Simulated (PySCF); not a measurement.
Gas-phase equilibrium of 1 mol H₂S, 70 mol SO₂ at 1000 K and 1.01 bar, among 21 species (S₂O, SO₂, O₂, O, S₂, S₆, HO₂, H₂S₂, H₂O, H, H₂O₂, H₂S, O₃, SO, SH, H₂, S₈, S, SO₃, H₂SO₄, OH). Only gases are allowed; each row takes one source of thermochemistry for all species, and Cantera finds the minimum.

Energies from PySCF, thermal terms from the rigid-rotor harmonic-oscillator model, ideal gas at 1 bar. † marks an energy on the PBE0/def2-TZVP geometry and frequencies. Open shells (unrestricted) among the columns below: S₂ (multiplicity 3), SO (multiplicity 3); the rest are closed-shell singlets. B3LYP is the form with VWN-RPA correlation. The harmonic model lacks anharmonicity and excited electronic states, which grow with temperature; levels with a mode under 35 cm⁻¹ are left out.

Molecules larger than those listed are left out.

With B3LYP/def2-TZVP† thermochemistry: SO₂ 0.98, H₂O 0.014, S₂ 0.010, S₂O 0.00021, H₂S 8.2e-5, S₆ <1e-12, SO 0.00025.

Problem. How far does the composition move with the other sources (BLYP/def2-TZVP†, M06-2X/def2-TZVP†, PBE/def2-TZVP†, r2SCAN/def2-TZVP†, LDA/def2-TZVP†)?

Solution. 
```tsv
thermochemistry	x SO₂	x H₂O	x S₂	x S₂O	x H₂S	x S₆	x SO
B3LYP/def2-TZVP†	0.98	0.014	0.010	0.00021	8.2e-5	<1e-12	0.00025
BLYP/def2-TZVP†	0.98	0.014	0.0098	0.00072	0.00015	<1e-12	0.00023
M06-2X/def2-TZVP†	0.98	0.014	0.010	0.00019	4.6e-5	3.3e-9	8.3e-5
PBE/def2-TZVP†	0.98	0.014	0.0088	0.0020	0.00022	1.1e-9	5.6e-5
r2SCAN/def2-TZVP†	0.98	0.014	0.010	0.00047	0.00011	3.7e-11	0.00015
LDA/def2-TZVP†	0.98	0.013	0.0022	0.0070	0.00085	0.00054	1.6e-6
```
The most sensitive of these is S₆: it spans a factor of 10^8.7 over these rows; at this temperature one factor of ten is RT ln 10 = 19 kJ/mol.
